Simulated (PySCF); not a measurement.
A structure optimised at B3LYP-D3(BJ)/def2-SVP, used in a PySCF frequency run:

```xyz
4

As    -0.8702     0.8702    -0.8702
As     0.8702     0.8702     0.8702
As     0.8702    -0.8702    -0.8702
As    -0.8702    -0.8702     0.8702
```
Charge 0, spin multiplicity 1.

Problem. Write its SMILES, formula and point group.

Solution. [As]12[As]3[As]1[As]23, As4, Td

Problem. What are its rotational constants (standard atomic weights)?

Solution. 1.1134, 1.1134, 1.1134 GHz
